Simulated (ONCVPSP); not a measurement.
## Cr: one change to an ONCV potential, before and after

```json
{
 "Element": "chromium",
 "Generator": "ONCVPSP 4.0.1",
 "Type": "optimised norm-conserving Vanderbilt (ONCV)",
 "Functional": "PBE",
 "Relativity": "scalar-relativistic",
 "Frozen core": "[Ne]",
 "Valence charge": "14",
 "Reference configuration": "3s2 3p6 3d4 4s2",
 "Partial waves": "3s+4s: rc 1.35 bohr, ncon 3, nbas 7, qcut 11.3 1/bohr, 2 projectors; 3p: rc 1.35 bohr, ncon 3, nbas 8, qcut 7.9 1/bohr, 2 projectors, debl 3.4 Ha; 3d: rc 1.55 bohr, ncon 4, nbas 8, qcut 11.9 1/bohr, 2 projectors, debl 3.6 Ha",
 "Local potential": "polynomial inside 1.35 bohr (lpopt 5, dvloc0 6 Ha)",
 "Core correction": "Teter function, fcfact 6, rcfact 1.3"
}
```

All-electron outer shells of the reference configuration (PBE, scalar-relativistic, ld1.x):

```csv
shell,level (eV),outermost node (bohr),outermost maximum (bohr)
2p,-565.11,–,0.20
3s,-77.96,0.36,0.78
3p,-49.27,0.33,0.80
3d,-5.99,–,0.82
4s,-4.91,1.11,2.64
```

Change: non-relativistic.

Cutoffs: the cutoffs (Ha) at which the residual kinetic energy of the hardest occupied pseudo-wave falls to 1 and 0.1 mHa per electron; they do not see the model core or the augmentation charge, which bear on the density cutoff. Errors are all-electron minus pseudo energies relative to the spin-unpolarised reference configuration.

Task: How do hardness, ghosts and transferability respond?

Result: The potential gets neither clearly harder nor softer (46 Ha and 53 Ha → 46 Ha and 53 Ha); of the 4 tests that both files solve, the error grows in 3 and shrinks in 0 by more than 15 % and 0.3 meV (median size 7.7 → 9.4 meV); neither file shows a bound ghost.

```csv
quantity,base,changed
"cutoff, loose",46 Ha,46 Ha
"cutoff, tight",53 Ha,53 Ha
loose cutoff by channel,"s 38 Ha, p 24 Ha, d 46 Ha","s 38 Ha, p 24 Ha, d 46 Ha"
bound ghosts,none,none
GHOST(+) flags under 300 eV,none,s at 162.3 eV
"error for 3s2 3p6 3d5 4s1, meV [ΔE 0.10 → -0.12 eV]",+5.6,+7.2
"error for 3s2 3p6 3d5 4s0, meV [ΔE 7.00 → 6.66 eV]",+14,+16
"error for 3s2 3p6 3d4 4s0, meV [ΔE 23.05 → 22.81 eV]",+0.8,+2.2
"error for 3s2 3p6 3d5 4s0 4p1, meV [ΔE 3.22 → 2.90 eV]",+9.9,+12
s: phases at 1.37 bohr within 0.05 rad from the reference energy up to (Ha; the scan ends near 5),2.8,2.6
p: phases at 1.37 bohr within 0.05 rad from the reference energy up to (Ha; the scan ends near 5),to the end of the scan,to the end of the scan
d: phases at 1.58 bohr within 0.05 rad from the reference energy up to (Ha; the scan ends near 5),to the end of the scan,to the end of the scan
"rms error of d²Exc/dni dnj with the model core, mHa",1.08,1.10
```
